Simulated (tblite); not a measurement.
C₅H₈OSeSi.
Numbering: `[CH2:1]=[C:2]1[O:3][SiH2:4][CH:5]=[CH:6][C@H:7]1[SeH:8]` (hydrogens: H9, H10 on C1; H11, H12 on Si4; H13 on C5; H14 on C6; H15 on C7; H16 on Se8)

Computed with GFN2-xTB (tblite), gas phase: L-BFGS steps from a force-field or distance-geometry start until the largest atomic force falls under 0.01 eV/Å.

At the end of the run (lengths in Å): O3–Si4 1.636, C7–Se8 2.044, Se8–H16 1.454, C2–O3 1.347, C7–H15 1.092, C6–C7 1.485, C2–C7 1.498, C2–O3–Si4 126.9°, O3–C2–C7 118.4°, C1–C2–C7 121.5°, C6–C7–Se8 108.5°, C1–C2–O3–Si4 -173°, C2–O3–Si4–C5 21°, O3–Si4–C5–C6 -23°, H16–Se8–C7–C6 -51°, H11–Si4–C5–C6 -133°.

**Question.** These geometries were met on the way; a selection of coordinates is given. Order them by energy above the end point, lowest first.
A. O3–Si4 1.647, C7–Se8 2.116, Se8–H16 1.455, C2–O3 1.351, C7–H15 1.091, C6–C7 1.472, C2–C7 1.488, C2–O3–Si4 126.0°, O3–C2–C7 120.1°, C1–C2–C7 119.4°, C6–C7–Se8 113.0°, C1–C2–O3–Si4 177°, C2–O3–Si4–C5 27°, O3–Si4–C5–C6 -27°, H16–Se8–C7–C6 -36°, H11–Si4–C5–C6 -145°
B. O3–Si4 1.700, C7–Se8 1.980, Se8–H16 1.509, C2–O3 1.365, C7–H15 1.096, C6–C7 1.473, C2–C7 1.512, C2–O3–Si4 120.0°, O3–C2–C7 123.3°, C1–C2–C7 115.5°, C6–C7–Se8 113.3°, C1–C2–O3–Si4 180°, C2–O3–Si4–C5 27°, O3–Si4–C5–C6 -27°, H16–Se8–C7–C6 -34°, H11–Si4–C5–C6 -150°
C. O3–Si4 1.626, C7–Se8 2.073, Se8–H16 1.466, C2–O3 1.356, C7–H15 1.085, C6–C7 1.474, C2–C7 1.516, C2–O3–Si4 124.7°, O3–C2–C7 120.2°, C1–C2–C7 116.7°, C6–C7–Se8 112.4°, C1–C2–O3–Si4 179°, C2–O3–Si4–C5 27°, O3–Si4–C5–C6 -27°, H16–Se8–C7–C6 -35°, H11–Si4–C5–C6 -150°
D. O3–Si4 1.639, C7–Se8 2.057, Se8–H16 1.463, C2–O3 1.349, C7–H15 1.094, C6–C7 1.487, C2–C7 1.515, C2–O3–Si4 127.1°, O3–C2–C7 119.4°, C1–C2–C7 118.9°, C6–C7–Se8 113.6°, C1–C2–O3–Si4 176°, C2–O3–Si4–C5 27°, O3–Si4–C5–C6 -27°, H16–Se8–C7–C6 -38°, H11–Si4–C5–C6 -140°
E. O3–Si4 1.746, C7–Se8 1.935, Se8–H16 1.529, C2–O3 1.393, C7–H15 1.136, C6–C7 1.451, C2–C7 1.465, C2–O3–Si4 116.4°, O3–C2–C7 125.3°, C1–C2–C7 117.4°, C6–C7–Se8 114.0°, C1–C2–O3–Si4 180°, C2–O3–Si4–C5 27°, O3–Si4–C5–C6 -28°, H16–Se8–C7–C6 -32°, H11–Si4–C5–C6 -149°

**Answer.** D (0.087 eV), A (0.154 eV), C (0.258 eV), B (0.437 eV), E (0.732 eV).

```json
{"step": "9", "E above end (eV)": "0.087", "rms distance from the end, all atoms (Å)": "0.138", "largest force (eV/Å)": "0.312", "rms shift of all bonds from the end (Å)": "0.007"}
{"step": "6", "E above end (eV)": "0.154", "rms distance from the end, all atoms (Å)": "0.161", "largest force (eV/Å)": "0.538", "rms shift of all bonds from the end (Å)": "0.019"}
{"step": "3", "E above end (eV)": "0.258", "rms distance from the end, all atoms (Å)": "0.183", "largest force (eV/Å)": "0.924", "rms shift of all bonds from the end (Å)": "0.011"}
{"step": "1", "E above end (eV)": "0.437", "rms distance from the end, all atoms (Å)": "0.194", "largest force (eV/Å)": "1.525", "rms shift of all bonds from the end (Å)": "0.028"}
{"step": "0", "E above end (eV)": "0.732", "rms distance from the end, all atoms (Å)": "0.200", "largest force (eV/Å)": "2.554", "rms shift of all bonds from the end (Å)": "0.048"}
```

Rows stand in the order of the answer.
